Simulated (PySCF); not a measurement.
pent-4-en-1-ol (C5H10O), SMILES C=CCCCO. Atoms are numbered in the order given.

```xyz
16

C      2.6310     0.3846    -0.3540
C      1.4023     0.4107     0.1697
C      0.5589    -0.7957     0.4693
C     -0.6509    -0.9593    -0.4701
C     -1.5540     0.2639    -0.5366
O     -1.9337     0.6177     0.7805
H      3.1268    -0.5614    -0.5983
H      3.1913     1.3024    -0.5534
H      0.9459     1.3800     0.4057
H      1.1774    -1.7068     0.4174
H      0.1767    -0.7156     1.5004
H     -0.3026    -1.1836    -1.4929
H     -1.2463    -1.8247    -0.1330
H     -2.4369     0.0304    -1.1656
H     -1.0151     1.0950    -1.0349
H     -2.4719     1.4173     0.7413
```

Coordinates come from a B3LYP-D3(BJ)/def2-SVP optimisation. Other conformers were not sampled.

These are PBE/pcSseg-1 (PySCF) values and carry that method's errors.

GIAO shieldings, no solvent; atoms listed in one row are averaged. δ = σ(ref) − σ: ¹³C against TMS (σ = 182.0 ppm); ¹⁷O against H2O (σ = 334.3 ppm); ¹H against TMS (σ = 31.49 ppm), references at their B3LYP-D3(BJ)/def2-TZVP geometries, non-relativistic.

Computed chemical shifts:
```
nucleus   atoms  count  δ (ppm)
-------  ------  -----  -------
¹³C          C2      1    149.1
¹³C          C1      1    123.0
¹³C          C5      1     67.1
¹³C          C4      1     38.9
¹³C          C3      1     36.4
¹⁷O          O6      1     37.2
¹H           H9      1     6.76
¹H       H7, H8      2     5.58
¹H          H15      1     4.43
¹H          H14      1     4.26
¹H          H11      1     3.17
¹H          H13      1     2.33
¹H          H10      1     2.11
¹H          H12      1     1.51
¹H          H16      1     0.32
```
